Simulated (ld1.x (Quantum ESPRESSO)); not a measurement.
What one change does to a pseudopotential (Ho (Z = 67), TM)

ld1.x (Quantum ESPRESSO) 7.5 input, shortened:

```
&input
   title='Ho', zed=67., rel=1, dft='PBE', iswitch=3,
   config='[Xe] 4f10 5d1 6s2 6p0'
 /
 &inputp
   pseudotype=2, tm=.true., lloc=0,
   nlcc=.false.
 /
3
5P  2  1   6.00   0.00  1.55  1.55  0.0
5D  3  2   1.00   0.00  2.45  2.45  0.0
5S  1  0   2.00   0.00  1.35  1.35  0.0
 &test
   configts(1)='5s2 5p6 5d1 6s2 6p0'
 /
```

Occupied shells without a wave of their own: 6s. They enter only through the test configuration that unscreens the potential.

Change: core correction a·sin(br)/r model core inside 1.36 bohr (6s counted twice).

Cutoffs: the cutoffs (Ry, on a coarse ladder) from which the occupation-weighted sum of valence levels, in a spherical-Bessel basis at the reference potential, stays within 10 and 1 mRy of its value at 400 Ry; they do not see the model core or the augmentation charge, which bear on the density cutoff. Errors are all-electron minus pseudo energies relative to the spin-unpolarised reference configuration.

Task: What does the change do?

Result: The potential gets neither clearly harder nor softer (80 Ry and 140 Ry → 80 Ry and 140 Ry); of the 7 tests that both files solve, the error grows in 7 and shrinks in 0 by more than 15 % and 0.3 meV (median size 171.1 → 251.7 meV); neither file shows a bound ghost at the reference potential, the only one tested. In the changed file ld1.x takes every shell without a wave as core, so the model core holds the 6s electrons as well and exchange and correlation see them twice. This cancels in the reference configuration, but the file is broken for other ones, and its errors say nothing about a proper core correction. A model core, the more so a compact one, raises the density cutoff, which this test does not measure.

```csv
quantity,base,changed
"cutoff, loose",80 Ry,80 Ry
"cutoff, tight",140 Ry,140 Ry
bound ghosts,none,none
"largest miss of a reference level, eV",0.06,0.06
"error for 5s2 5p6 5d1 6s1 6p0, meV [ΔE 6.94 eV]",-73,-204
"error for 5s2 5p6 5d1 6s0 6p0, meV [ΔE 19.54 eV]",-171,-756
"error for 5s2 5p6 5d0 6s0 6p0, meV [ΔE 39.48 eV]",-310,-1247
"error for 5s1 5p6 5d1 6s2 6p0, meV [ΔE 60.19 eV]",-321,-411
"error for 5s2 5p5 5d1 6s2 6p0, meV [ΔE 34.34 eV]",-184,-252
"error for 5s2 5p6 5d1 6s1.5 6p0, meV [ΔE 2.80 eV]",-33,-63
"error for 5s2 5p6 5d1.5 6s1.5 6p0, meV [ΔE 1.11 eV]",-28,-33
s: phases at 2.65 bohr within 0.05 rad from the reference energy up to (Ry; the scan ends near 5),0.0,0.0
p: phases at 2.65 bohr within 0.05 rad from the reference energy up to (Ry; the scan ends near 5),1.3,1.3
d: phases at 2.65 bohr within 0.05 rad from the reference energy up to (Ry; the scan ends near 5),3.3,3.3
```

Base: The 6s level has no wave, so the channel is fitted at the deeper level alone: the likely source of the large errors. Changed file: These tests converged, but a pseudo level misses the all-electron one widely, so the file describes the atom poorly there or has found another state: 5s2 5p6 5d1 6s1 6p0: empty 6p by 4.1 eV; 5s2 5p6 5d1 6s0 6p0: empty 6p by 7.7 eV; 5s2 5p6 5d0 6s0 6p0: empty 6p by 11.7 eV.
